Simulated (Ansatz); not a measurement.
Geometry optimisation, DFT PBE-D3(BJ), scalar-relativistic, plane waves, PAW (Ansatz 0.2.0).

Input file:

```yaml
accuracy: low
crystal:
  lattice:
    - [0.0, 5.43, 5.43]
    - [5.43, 0.0, 5.43]
    - [5.43, 5.43, 0.0]
  atoms:
    - { symbol: Si, position: [0.0, 0.0, 0.0] }
    - { symbol: Si, position: [0.125, 0.125, 0.125] }
    - { symbol: Si, position: [0.0, 0.0, 0.5] }
    - { symbol: Si, position: [0.125, 0.125, 0.625] }
    - { symbol: Si, position: [0.0, 0.5, 0.0] }
    - { symbol: Si, position: [0.125, 0.625, 0.125] }
    - { symbol: Si, position: [0.0, 0.5, 0.5] }
    - { symbol: Si, position: [0.125, 0.625, 0.625] }
    - { symbol: Si, position: [0.5, 0.0, 0.0] }
    - { symbol: Si, position: [0.625, 0.125, 0.125] }
    - { symbol: Si, position: [0.5, 0.0, 0.5] }
    - { symbol: Si, position: [0.625, 0.125, 0.625] }
    - { symbol: Si, position: [0.5, 0.5, 0.0] }
    - { symbol: Si, position: [0.625, 0.625, 0.125] }
    - { symbol: Si, position: [0.5, 0.5, 0.5] }
    - { symbol: Si, position: [0.625, 0.625, 0.625] }
    - { symbol: "N", position: [0.7597632, 0.7434227, 0.2431277], spin: 1.0 }
magnetization:
  spin_polarized: true
basis:
  ecutwfc: 420.0
kpoints:
  mp_grid: { grid: [2, 2, 2] }
hamiltonian:
  xc: pbe
  dispersion: d3bj
  pseudopotentials: { kind: paw, azcp: { folder: soft_1 } }
scf:
  occupations: { method: fermi_dirac, width: 0.02 }
  lower_state_search: "off"
relax:
  f_tol: 0.08
  max_steps: 25
  adjacent_minimum: "off"
```

Run as:

```bash
$ ansatz run input.yaml --threads 1 --pin off --max-ram 3072MiB --backend cpu --events-out ev --progress --plain --runs-dir out
```

Question: Where does it end, and by what steps?

Answer: The forces met the threshold. Limits of this set-up: coarse k mesh, low accuracy level. After 14 steps the energy has fallen by 2.742 eV; N17 moved furthest, 1.58 Å. Parted: Si5–Si6 (2.35 → 3.11 Å). Joined: Si5–N17 (2.64 → 1.73 Å).

```json
{"step": "0", "energy less start (eV)": "0.0000", "largest force component (eV/Å)": "0.593", "accepted": "yes"}
{"step": "1", "energy less start (eV)": "-0.1279", "largest force component (eV/Å)": "0.514", "accepted": "yes"}
{"step": "2", "energy less start (eV)": "-0.4976", "largest force component (eV/Å)": "1.396", "accepted": "yes"}
{"step": "3", "energy less start (eV)": "-1.0230", "largest force component (eV/Å)": "2.190", "accepted": "yes"}
{"step": "4", "energy less start (eV)": "-1.5769", "largest force component (eV/Å)": "2.260", "accepted": "yes"}
{"step": "5", "energy less start (eV)": "-1.9896", "largest force component (eV/Å)": "1.166", "accepted": "yes"}
{"step": "6", "energy less start (eV)": "-2.3128", "largest force component (eV/Å)": "0.500", "accepted": "yes"}
{"step": "7", "energy less start (eV)": "-2.4522", "largest force component (eV/Å)": "0.453", "accepted": "yes"}
{"step": "8", "energy less start (eV)": "-2.5340", "largest force component (eV/Å)": "0.392", "accepted": "yes"}
{"step": "9", "energy less start (eV)": "-2.5794", "largest force component (eV/Å)": "0.779", "accepted": "yes"}
{"step": "10", "energy less start (eV)": "-2.6709", "largest force component (eV/Å)": "0.311", "accepted": "yes"}
{"step": "11", "energy less start (eV)": "-2.7262", "largest force component (eV/Å)": "0.457", "accepted": "yes"}
{"step": "12", "energy less start (eV)": "-2.7314", "largest force component (eV/Å)": "0.662", "accepted": "yes"}
{"step": "13", "energy less start (eV)": "-2.7416", "largest force component (eV/Å)": "0.086", "accepted": "yes"}
{"step": "14", "energy less start (eV)": "-2.7422", "largest force component (eV/Å)": "0.036", "accepted": "yes"}
```

```xyz
17
Lattice="0.0000 5.4300 5.4300 5.4300 0.0000 5.4300 5.4300 5.4300 0.0000" Properties=species:S:1:pos:R:3
Si 0.107 -0.013 -0.028
Si 1.298 1.477 1.278
Si 2.840 2.724 0.019
Si 4.193 4.086 1.370
Si 2.152 -0.390 2.332
Si 4.267 1.227 3.937
Si 5.541 2.691 2.701
Si 6.732 3.987 4.201
Si 0.166 2.762 2.821
Si 1.578 4.083 4.160
Si 2.854 5.446 2.730
Si 4.196 6.807 4.092
Si 3.002 2.750 5.462
Si 4.343 4.238 6.951
Si 5.599 5.537 5.476
Si 7.010 6.876 6.797
N 3.777 5.458 8.166
```

Run time: 4.3 min on 1 thread of Arm Neoverse V2, on a shared host, peak memory 0.66 GiB.
